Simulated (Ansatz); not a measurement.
# BHOSb−: where a starting geometry ends

The starting geometry of this gas-phase singlet was optimised with r2SCAN-D4.

```xyz
4

B    -0.9456    1.6766   -2.1738
O     0.0009    0.8865   -2.4921
Sb    1.2697    2.1110   -1.0241
H     0.8962    0.9981    0.2518
```

Where would you expect an optimisation with B3LYP-D3(BJ)/def2-SVPD to take it?

A bond breaks, giving a structure given below by its coordinates. Contacts that open: B1–Sb3 (2.53 → 3.43 Å).

The energy falls by 0.13 eV over 19 steps:

| step | E − E(last) (eV) |
| --- | --- |
| 1 | 0.132 |
| 3 | 0.100 |
| 5 | 0.092 |
| 7 | 0.092 |
| 9 | 0.089 |
| 11 | 0.050 |
| 13 | 0.005 |
| 15 | 0.001 |
| 17 | 0.000 |
| 19 | 0.000 |

Final geometry (Å):

```xyz
4

B    -1.2320    1.3002   -2.7844
O    -0.2409    1.4534   -2.0415
Sb    1.6296    1.9023   -0.9989
H     1.0645    1.0161    0.3866
```

Frequencies at the end are all real (lowest 66 cm⁻¹). Atoms past krypton carry core potentials, without spin–orbit terms. Run with Ansatz 0.2.0, 51 s on 1 thread of Arm Neoverse V2 (shared host).
